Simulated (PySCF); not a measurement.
UHF on Ir (iridium, neutral)

Configuration: [Xe] 4f14 5d7 6s2, high-spin 4F determinant. All numbers are calculated (PySCF 2.14, scalar relativity by spin-free X2C-1e, in x2c-SVPall (7s5p6d2f, 66 functions)).

```
Total energy                        : -17823.071944 hartree
One-electron energy                 : -24445.5692 hartree
Hartree (Coulomb) energy            : 6970.0597 hartree
Exchange energy                     : -347.5624 hartree
⟨S²⟩                                : 3.7676
⟨L²⟩                                : 12.027
Sum of ⟨r⟩                          : 46.35 bohr
Sum of ⟨r²⟩                         : 66.53 bohr²
Langevin diamagnetic susceptibility : -52.7 ×10⁻⁶ cm³/mol
```

| shell | electrons | mean orbital energy (eV) | spread (eV) | rms radius, mean of both spins (bohr) |
| --- | --- | --- | --- | --- |
| 1s α | 1 | -76519.5 | 0 | 0.0197 |
| 1s β | 1 | -76519.5 | 0 | 0.0197 |
| 2s α | 1 | -13532.4 | 0 | 0.0795 |
| 2s β | 1 | -13532.1 | 0 | 0.0795 |
| 2p α | 3 | -11798.6 | 0 | 0.0727 |
| 2p β | 3 | -11798.2 | 0 | 0.0727 |
| 3s α | 1 | -3231.4 | 0 | 0.203 |
| 3s β | 1 | -3231.2 | 0 | 0.203 |
| 3p α | 3 | -2713.6 | 0 | 0.205 |
| 3p β | 3 | -2713.4 | 0 | 0.205 |
| 3d α | 5 | -2119.7 | 0.096 | 0.188 |
| 3d β | 5 | -2119.3 | 0.310 | 0.188 |
| 4s α | 1 | -724.86 | 0 | 0.450 |
| 4s β | 1 | -724.30 | 0 | 0.450 |
| 4p α | 3 | -551.30 | 0 | 0.479 |
| 4p β | 3 | -550.75 | 0 | 0.479 |
| 4d α | 5 | -329.67 | 0.258 | 0.514 |
| 4d β | 5 | -328.89 | 0.642 | 0.514 |
| 5s α | 1 | -117.64 | 0 | 1.05 |
| 5s β | 1 | -113.60 | 0 | 1.05 |
| 4f α | 7 | -82.854 | 0.348 | 0.587 |
| 4f β | 7 | -82.279 | 0.128 | 0.587 |
| 5p α | 3 | -70.439 | 0 | 1.22 |
| 5p β | 3 | -64.707 | 0 | 1.22 |
| 5d α | 5 | -14.051 | 0.914 | 1.83 |
| 5d β | 2 | -11.595 | 0 | 1.83 |
| 6s α | 1 | -8.934 | 0 | 3.32 |
| 6s β | 1 | -7.342 | 0 | 3.32 |

Spin-orbit coupling, absent here, splits the open shell strongly.

Densities and radii are taken from the X2C orbitals without a picture-change correction, which distorts them close to the nucleus.

Spin-orbit constants ζ (cm⁻¹) from the X2C one-electron operator on these orbitals: bare nucleus, nucleus screened by l(l+1)(2l+1)/3 electrons, and screened by the Breit-Pauli mean field of the electrons.

| shell | bare | screened nucleus | mean field |
| --- | --- | --- | --- |
| 2p | 8134000 | 7923000 | n/a |
| 3p | 1809000 | 1762000 | n/a |
| 3d | 280300 | 243900 | n/a |
| 4p | 420500 | 409600 | n/a |
| 4d | 57210 | 49780 | n/a |
| 4f | 11010 | 7005 | n/a |
| 5p | 62110 | 60490 | n/a |
| 5d | 4657 | 4052 | n/a |

To first order the Landé constant is A = -1351 cm⁻¹, so the lowest level has J = 9/2 and lies 0.754 eV below the centre of the term. This holds in LS coupling only.
